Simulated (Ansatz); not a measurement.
Job for Ansatz (an electronic-structure program): R-BLYP/def2-TZVPP on C3H8O (SMILES CCOC), a point of a torsion scan.

Ansatz 0.2 input:
```yaml
crystal:
  periodic: [false, false, false]
  atoms:
    - {symbol: C, position_ang: [1.25935944, -1.87155473, -1.09674449]}
    - {symbol: C, position_ang: [0.55806043, -0.82999996, -0.23892337]}
    - {symbol: O, position_ang: [-0.62080150, -0.41441559, -0.89685218]}
    - {symbol: C, position_ang: [-1.55758882, 0.18958491, -0.04780480]}
    - {symbol: H, position_ang: [2.17800555, -2.19400538, -0.61443593]}
    - {symbol: H, position_ang: [0.60869547, -2.72938578, -1.24112777]}
    - {symbol: H, position_ang: [1.49451882, -1.44990184, -2.06994025]}
    - {symbol: H, position_ang: [0.30401868, -1.26631836, 0.73970867]}
    - {symbol: H, position_ang: [1.21495090, 0.03638599, -0.06212919]}
    - {symbol: H, position_ang: [-1.15533766, 1.10145222, 0.41297947]}
    - {symbol: H, position_ang: [-1.87373087, -0.49468609, 0.75042249]}
    - {symbol: H, position_ang: [-2.41600104, 0.44740534, -0.66500597]}
basis:
  gaussian:
    orbitals: def2-TZVPP
hamiltonian:
  xc: {name: BLYP}
scf: {lower_state_search: off}
```

Output:

```
WARN ansatz: RAYON_NUM_THREADS=1 ignored (pool sized by the plan → 1); use --threads N
Functional definition: BLYP
these checks for a lower state are left out or cut short: stability, starts, cluster_reference, orbital_swaps, neighbouring_geometries, increment
integrals: 0.12 GiB planned
1163 factors; their error is unknown
mean field: 1.07 GiB planned
mean field evaluation 1: about -5273.6008 eV, gradient 8.0e1 eV
mean field evaluation 2: about -5244.3384 eV, gradient 1.3e2 eV
mean field evaluation 4: about -5287.8173 eV, gradient 1.3e1 eV
mean field evaluation 8: about -5288.0983 eV, gradient 2.1e-1 eV
mean field evaluation 16: about -5288.0620 eV, gradient 3.3e-4 eV
mean field -5288.06201530 eV, -194.3326946850 hartree, gradient 4.0e-6 eV, S^2 0.000000; 0 other end points of the search recorded, 0 dependent functions left out
reference -5288.06240403 eV, -194.3327089706 hartree; 17, 17 occupied and 219, 219 virtual orbitals, 1163 factors
Total energy: -5288.06240403 eV, -194.3327089706 hartree
Checks for a lower state left out: stability, starts, cluster_reference, orbital_swaps, neighbouring_geometries, increment
```

The calculation finished and met its thresholds.

Cost: around 1.2 core-seconds (rough).
